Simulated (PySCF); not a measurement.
**Nonlinear optical response: `Cn1cccc1Cl`, C5H6ClN**

Geometry:
| atom | x (Å) | y (Å) | z (Å) |
| --- | --- | --- | --- |
| C1 | -1.914 | 0.022 | 0.360 |
| N2 | -0.485 | 0.086 | 0.200 |
| C3 | 0.346 | -0.964 | -0.099 |
| C4 | 1.640 | -0.496 | -0.163 |
| C5 | 1.605 | 0.897 | 0.107 |
| C6 | 0.282 | 1.213 | 0.325 |
| Cl7 | -0.444 | 2.719 | 0.699 |
| H8 | -2.423 | 0.672 | -0.367 |
| H9 | -2.240 | -1.013 | 0.199 |
| H10 | -2.213 | 0.334 | 1.372 |
| H11 | -0.059 | -1.963 | -0.242 |
| H12 | 2.523 | -1.093 | -0.383 |
| H13 | 2.437 | 1.596 | 0.142 |

Computed, not measured: PySCF, quadratic response B3LYP/def2-SVPD first hyperpolarisability, Taylor convention, gas phase. Geometry: PBE0-D3(BJ)/def2-SVP.

Question: Give β for the processes computed.

Answer: In 10⁻³⁰ esu, Taylor convention; the vector part is βᵢ = ⅓ Σⱼ (βᵢⱼⱼ + βⱼᵢⱼ + βⱼⱼᵢ); β∥ is 3/5 of the vector part along the dipole, the dipole points from − to +:
```csv
process,λ (nm),β vector norm,β∥,β HRS,depolarisation ratio
"static β(0;0,0)",∞,0.45,-0.23,0.18,6.23
"second harmonic β(−2ω;ω,ω)",1550,0.51,-0.26,0.20,6.41
"Pockels β(−ω;ω,0)",1550,0.47,-0.24,–,–
"second harmonic β(−2ω;ω,ω)",1064,0.58,-0.30,0.23,6.55
"Pockels β(−ω;ω,0)",1064,0.49,-0.25,–,–
"second harmonic β(−2ω;ω,ω)",694.3,0.87,-0.46,0.34,6.60
"Pockels β(−ω;ω,0)",694.3,0.55,-0.28,–,–
```

Question: Which lowest excitations, dipole and polarisabilities go with it?

Answer: S1 5.35 eV (f = 0.002); S2 5.51 eV (f = 0.006); S3 6.02 eV (f = 0.194); dipole 2.10 D; isotropic α 79.5 au static, 79.9 au at 1550 nm, 80.4 au at 1064 nm, 81.1 au at 775 nm, 81.5 au at 694.3 nm, 83.0 au at 532 nm, 89.0 au at 347.1 nm.
